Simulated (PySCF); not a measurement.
C8H5O2 (charge -1).
Atom-mapped SMILES: `[O:1]=[C:2]([O-:3])[c:4]1[cH:5][cH:6][c:7]2[c:8]([cH:9]1)[CH2:10]2` (hydrogens: H11 on C5; H12 on C6; H13 on C9; H14, H15 on C10)

Structure used (PBE0-D3(BJ)/def2-SVP), in Å, numbered top down from 1:
```xyz
15
C8H5O2 angstrom
O      3.4352   -0.6655    0.7071
C      2.5412   -1.0487   -0.0700
O      2.5845   -1.8764   -0.9994
C      1.1490   -0.3948    0.1518
C      0.9761    0.5330    1.1937
C     -0.2519    1.1634    1.4694
C     -1.2701    0.7850    0.6128
C     -1.1092   -0.1021   -0.3918
C      0.0761   -0.7469   -0.6917
C     -2.4742    0.4803   -0.2187
H      1.8774    0.7306    1.7820
H     -0.3553    1.8796    2.2915
H      0.2701   -1.4767   -1.4816
H     -3.2902   -0.1366    0.1975
H     -2.8518    1.2293   -0.9373
```

Computed with PySCF at PBE0/def2-SVPD, non-relativistic, on one gas-phase PBE0-D3(BJ)/def2-SVP geometry that isn't relaxed in the solvent. The solvent is an IEF-PCM continuum (cavity from Bondi-type radii × 1.2), and excitations are vertical TDDFT with non-equilibrium linear response and a frozen core. Specific hydrogen bonds and non-electrostatic terms are outside this model.

```
run  E − E(gas) (kcal/mol)  HOMO (eV)  HOMO–LUMO gap (eV)  lowest singlet (eV)  static polarisability (au)
gas                   0.00      -2.01                5.00                 3.85                       105.8
  P                 -60.44      -6.68                6.14                 4.83                       145.2
  Q                 -60.24      -6.67                6.14                 4.83                       145.0
```

Q: The runs were made in acetonitrile and methanol. Which run belongs to which solvent?

A: P = acetonitrile, Q = methanol. The dielectric constants are 32.61 (methanol), 35.69 (acetonitrile), and the energy falls further as ε rises. The optical constants n² used for the excitations are 1.77, 1.81 in the same order. In this model the ground state sees the solvent through ε alone.

Q: How constant is the ratio of the lowering to 1 − 1/ε?

A: 
| solvent | 1 − 1/ε | E − E(gas) (kcal/mol) | ratio (kcal/mol) | polarisation term (kcal/mol) |
| --- | --- | --- | --- | --- |
| methanol | 0.969 | -60.24 | -62.2 | -65.50 |
| acetonitrile | 0.972 | -60.44 | -62.2 | -65.74 |

The ratio changes by 0.0 % in size from methanol to acetonitrile. The polarisation term is half the interaction of the solute with the induced surface charges.
